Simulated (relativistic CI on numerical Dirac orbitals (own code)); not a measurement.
Energy levels of Sc II

These numbers are calculated, not measured: Dirac-Coulomb-Breit CI, KLI orbitals optimised for each configuration, model QED, valence Slater integrals scaled by 0.85, P86 correlation energy added to each configuration (own radial code, finite nucleus).

Configuration list (outside the closed core [Ar]): 3d 4s, 3d2, 4s2, 3d 4p, 3d 4d, 4s 4p, 3d 4f, 3d 5s, 4p2, 3d 5p, 4s 5p, 3d 6s, 3d 5d, 4s 6s, 3d 6p, 4s 5d, 4s 6p, 3d 5f, 3d 5g, 3d 7s, 4s 5s, 3d 6d, 4s 5f, 4s 5g, 3d 7p, 4s 7s, 4s 6d, 4s 4d, 4s 7p, 3d 7d, 4p 4d, 4s 7d, 4s 4f, 4p 4f. Levels of other configurations are missing.

| No. | Configuration | Term | J | E (eV) | % | Next component (%) | Lifetime (s) |
| --- | --- | --- | --- | --- | --- | --- | --- |
| 1 | 3d 4s | 3D | 1 | 0.0000 | 100 |  |  |
| 2 | 3d 4s | 3D | 2 | 0.0068 | 100 |  | 2.55e+05 |
| 3 | 3d 4s | 3D | 3 | 0.0176 | 100 |  | 8.28e+04 |
| 4 | 3d 4s | 1D | 2 | 0.3098 | 90 | 9 3d2 1D | 1.54e+03 |
| 5 | 3d2 | 3F | 2 | 0.6483 | 100 |  |  |
| 6 | 3d2 | 3F | 3 | 0.6550 | 100 |  |  |
| 7 | 3d2 | 3F | 4 | 0.6637 | 100 |  |  |
| 8 | 4s2 | 1S | 0 | 1.4902 | 89 | 7 3d2 1S |  |
| 9 | 3d2 | 1D | 2 | 1.5593 | 90 | 8 3d 4s 1D |  |
| 10 | 3d2 | 3P | 0 | 1.6462 | 100 |  |  |
| 11 | 3d2 | 3P | 1 | 1.6487 | 100 |  |  |
| 12 | 3d2 | 3P | 2 | 1.6529 | 99 |  |  |
| 13 | 3d2 | 1G | 4 | 1.9471 | 100 |  |  |
| 14 | 3d 4p | 1D° | 2 | 3.1158 | 99 | 1 3F° | 6.83e-09 |
| 15 | 3d 4p | 3F° | 2 | 3.2777 | 98 | 1 3D° | 5.68e-09 |
| 16 | 3d 4p | 3F° | 3 | 3.2943 | 98 | 2 3D° | 5.61e-09 |
| 17 | 3d 4p | 3D° | 1 | 3.3112 | 99 |  | 4.61e-09 |
| 18 | 3d 4p | 3F° | 4 | 3.3194 | 100 |  | 5.55e-09 |
| 19 | 3d 4p | 3D° | 2 | 3.3219 | 98 | 1 3F° | 4.60e-09 |
| 20 | 3d 4p | 3D° | 3 | 3.3364 | 98 | 2 3F° | 4.58e-09 |
| 21 | 3d2 | 1S | 0 | 3.5150 | 85 | 5 4p2 1S | 1.49e-02 |
| 22 | 3d 4p | 3P° | 0 | 3.5332 | 90 | 9 4s 4p 3P° | 7.47e-09 |
| 23 | 3d 4p | 3P° | 1 | 3.5347 | 89 | 9 4s 4p 3P° | 7.43e-09 |
| 24 | 3d 4p | 3P° | 2 | 3.5437 | 91 | 9 4s 4p 3P° | 7.27e-09 |
| 25 | 3d 4p | 1P° | 1 | 3.6788 | 89 | 9 4s 4p 1P° | 8.80e-09 |
| 26 | 3d 4p | 1F° | 3 | 3.8820 | 98 | 1 4p 4d 1F° | 4.98e-09 |
| 27 | 4s 4p | 3P° | 0 | 4.5956 | 90 | 9 3d 4p 3P° | 3.40e-09 |
| 28 | 4s 4p | 3P° | 1 | 4.6079 | 90 | 9 3d 4p 3P° | 3.42e-09 |
| 29 | 4s 4p | 3P° | 2 | 4.6331 | 91 | 8 3d 4p 3P° | 3.46e-09 |
| 30 | 4s 4p | 1P° | 1 | 6.8037 | 78 | 9 3d 5p 1P° | 9.14e-10 |
| 31 | 3d 5s | 3D | 1 | 6.9465 | 98 | 2 3d 4d 3D | 3.55e-09 |
| 32 | 3d 5s | 3D | 2 | 6.9535 | 97 | 2 3d 4d 3D | 3.55e-09 |
| 33 | 3d 5s | 3D | 3 | 6.9662 | 98 | 2 3d 4d 3D | 3.55e-09 |
| 34 | 3d 5s | 1D | 2 | 7.0608 | 98 | 1 3D | 3.67e-09 |
| 35 | 3d 4d | 1F | 3 | 7.1298 | 97 | 1 3D | 2.45e-09 |
| 36 | 3d 4d | 3D | 1 | 7.1735 | 95 | 2 1P | 2.48e-09 |
| 37 | 3d 4d | 3D | 2 | 7.1792 | 97 | 2 3d 5s 3D | 2.49e-09 |
| 38 | 3d 4d | 3D | 3 | 7.1869 | 96 | 2 3d 5s 3D | 2.49e-09 |
| 39 | 3d 4d | 3G | 3 | 7.2127 | 99 | 1 3d 5d 3G | 2.36e-09 |
| 40 | 3d 4d | 3G | 4 | 7.2215 | 99 | 1 3d 5d 3G | 2.36e-09 |
| 41 | 3d 4d | 3G | 5 | 7.2330 | 99 | 1 3d 5d 3G | 2.37e-09 |
| 42 | 3d 4d | 1P | 1 | 7.2344 | 97 | 2 3D | 2.62e-09 |
| 43 | 3d 4d | 3S | 1 | 7.3128 | 98 | 1 1P | 2.58e-09 |
| 44 | 3d 4d | 3F | 2 | 7.5979 | 98 | 1 1D | 1.97e-09 |
| 45 | 3d 4d | 3F | 3 | 7.6064 | 99 |  | 1.97e-09 |
| 46 | 3d 4d | 3F | 4 | 7.6163 | 99 |  | 1.97e-09 |
| 47 | 3d 4d | 1D | 2 | 7.6722 | 91 | 5 3P | 2.32e-09 |
| 48 | 3d 4d | 3P | 0 | 7.6953 | 95 | 4 4p2 3P | 2.77e-09 |
| 49 | 3d 4d | 3P | 1 | 7.6987 | 95 | 3 4p2 3P | 2.76e-09 |
| 50 | 3d 4d | 3P | 2 | 7.7059 | 91 | 5 1D | 2.73e-09 |
| 51 | 3d 4d | 1G | 4 | 7.7701 | 98 | 1 3d 5d 1G | 2.51e-09 |
| 52 | 3d 5p | 1D° | 2 | 7.9876 | 96 | 2 3D° |  |
| 53 | 3d 5p | 3D° | 1 | 8.0310 | 100 |  | 1.20e-08 |
| 54 | 3d 4d | 1S | 0 | 8.0385 | 88 | 6 3d 5d 1S | 3.17e-09 |
| 55 | 3d 5p | 3D° | 2 | 8.0394 | 92 | 7 3F° | 1.23e-08 |
| 56 | 3d 5p | 3F° | 2 | 8.0454 | 91 | 7 3D° | 1.90e-08 |
| 57 | 3d 5p | 3D° | 3 | 8.0500 | 96 | 4 3F° |  |
| 58 | 3d 5p | 3F° | 3 | 8.0553 | 96 | 4 3D° |  |
| 59 | 3d 5p | 3F° | 4 | 8.0702 | 100 |  |  |
| 60 | 3d 5p | 3P° | 0 | 8.1570 | 100 |  | 1.29e-08 |
| 61 | 3d 5p | 3P° | 1 | 8.1609 | 99 |  | 1.30e-08 |
| 62 | 3d 5p | 3P° | 2 | 8.1704 | 99 |  |  |
| 63 | 3d 5p | 1F° | 3 | 8.2487 | 99 |  |  |
| 64 | 3d 5p | 1P° | 1 | 8.3755 | 89 | 5 4s 4p 1P° | 4.42e-09 |
| 65 | 4p2 | 1D | 2 | 8.9954 | 56 | 32 4s 4d 1D | 4.15e-09 |
| 66 | 4p2 | 3P | 0 | 9.2761 | 79 | 18 3d 5d 3P | 1.08e-09 |
| 67 | 4p2 | 3P | 1 | 9.2882 | 79 | 18 3d 5d 3P | 1.08e-09 |
| 68 | 3d 4f | 1G° | 4 | 9.3049 | 79 | 13 3F° | 3.59e-09 |
| 69 | 4p2 | 3P | 2 | 9.3122 | 78 | 19 3d 5d 3P | 1.10e-09 |
| 70 | 3d 4f | 3F° | 2 | 9.3147 | 92 | 5 1D° | 3.40e-09 |

Energies count from the lowest computed level; ° marks odd parity; lifetimes are radiative, by E1, M1, E2 decay to levels of this space only; some are left blank where a channel outside the calculation adds to the decay or the decay crosses a small, uncertain gap.

The mean weight of the leading LS term, summed over parents, in these 70 levels is 94 %, and that of the leading jj configuration (from the same eigenvectors) 65 %, so LS coupling describes them better.

Correlation outside the listed configurations is missing or only estimated: errors of thousands of cm⁻¹ between configurations and terms are usual at this charge. Rates and lifetimes follow the computed energies and can be off by large factors. The fine structure of a lone outer electron comes out too small, for d and f at times inverted, and misplaced configurations move strength between like terms. 25 of the 25 excited levels that our extract of the measured tables holds in this range could be paired (the sources list more); they are missed by 970 cm⁻¹ on average and 2396 at most, and levels without a partner can miss by more.

Landé's interval rule says that E(J) − E(J−1) = AJ with one A. For the ground term the intervals give A = 27.3, 29.2 cm⁻¹ for J = 2, 3; the multiplet is regular.
